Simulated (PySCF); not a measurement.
A PySCF run on PbBr

State: ²Π (doublet), unpaired electrons π ↑.

An equivalent input (the run itself took its basis sets from the Basis Set Exchange, started from a PBE0 density and held the occupation σ 12α 12β, πx 7α 6β, πy 6α 6β, δx 2α 2β, δy 2α 2β):

```python
from pyscf import gto, scf, cc
mol = gto.M(atom='Pb 0 0 0; Br 0 0 2.638', basis={'Pb': 'def2-SVP', 'Br': 'def2-SVP'}, ecp={'Pb': 'def2-SVP'},
            charge=0, spin=1, verbose=4, symmetry='C2v')
mf = scf.UHF(mol)
mf.irrep_nelec = {'A1': (14, 14), 'A2': (2, 2), 'B1': (7, 6), 'B2': (6, 6)}
mf.conv_tol = 1e-9
mf.max_cycle = 60
mf.diis_space = 10
mf.kernel()
mycc = cc.CCSD(mf, frozen=[[0, 1, 2, 3, 4, 5, 6, 7, 8, 9, 10, 11, 12, 54, 55, 56, 57], [0, 1, 2, 3, 4, 5, 6, 7, 8, 9, 10, 11, 12, 54, 55, 56, 57]])
mycc.run(conv_tol=1e-7, conv_tol_normt=1e-5, max_cycle=80, diis_space=8)
et = mycc.ccsd_t()
```

The SCF ended at -2763.99210480 hartree. The coupled-cluster part of the log:

```
******** <class 'pyscf.cc.uccsd.UCCSD'> ********
CC2 = 0
CCSD nocc = (16, 15), nmo = (41, 41)
frozen orbitals [[0, 1, 2, 3, 4, 5, 6, 7, 8, 9, 10, 11, 12, 54, 55, 56, 57], [0, 1, 2, 3, 4, 5, 6, 7, 8, 9, 10, 11, 12, 54, 55, 56, 57]]
max_cycle = 80
direct = 0
conv_tol = 1e-07
conv_tol_normt = 1e-05
diis_space = 8
diis_start_cycle = 0
diis_start_energy_diff = 1e+09
Init t2, MP2 energy = -0.296376516242968
Init E_corr(UCCSD) = -0.296376516253345
cycle = 1  E_corr(UCCSD) = -0.299374061724035  dE = -0.00299754547  norm(t1,t2) = 0.0708822
cycle = 2  E_corr(UCCSD) = -0.306174710316697  dE = -0.00680064859  norm(t1,t2) = 0.0230519
cycle = 3  E_corr(UCCSD) = -0.306839872024188  dE = -0.000665161707  norm(t1,t2) = 0.0144103
cycle = 4  E_corr(UCCSD) = -0.307989357900518  dE = -0.00114948588  norm(t1,t2) = 0.00636259
cycle = 5  E_corr(UCCSD) = -0.30796808762304  dE = 2.12702775e-05  norm(t1,t2) = 0.00232274
cycle = 6  E_corr(UCCSD) = -0.307880899985823  dE = 8.71876372e-05  norm(t1,t2) = 0.000760285
cycle = 7  E_corr(UCCSD) = -0.307894340983362  dE = -1.34409975e-05  norm(t1,t2) = 0.000296217
cycle = 8  E_corr(UCCSD) = -0.30790242099317  dE = -8.08000981e-06  norm(t1,t2) = 8.01263e-05
cycle = 9  E_corr(UCCSD) = -0.307899911405717  dE = 2.50958745e-06  norm(t1,t2) = 3.48826e-05
cycle = 10  E_corr(UCCSD) = -0.307900107335937  dE = -1.95930219e-07  norm(t1,t2) = 1.06517e-05
cycle = 11  E_corr(UCCSD) = -0.307900200201178  dE = -9.28652416e-08  norm(t1,t2) = 4.92756e-06
UCCSD converged
E(UCCSD) = -2764.300005000758  E_corr = -0.3079002002011783
UCCSD(T) correction = -0.00770812493070729
```

T1 diagnostic 0.011, D1 0.044, 31 electrons correlated, 4 of the virtual orbitals (those above 20 hartree) left out.

Repeating this along the bond gives Re = 2.652 Å and ωe = 213 cm⁻¹.

A point of this curve took 9.6 CPU seconds beside 0.36 for the integrals, on Oxide Virtual Turin-like (shared host).

Correlated steps freeze 13 core orbitals. Spin–orbit coupling is left out, which matters for elements this heavy, above all for dissociation energies. The state was picked by a PBE0 search and need not be the measured ground state.
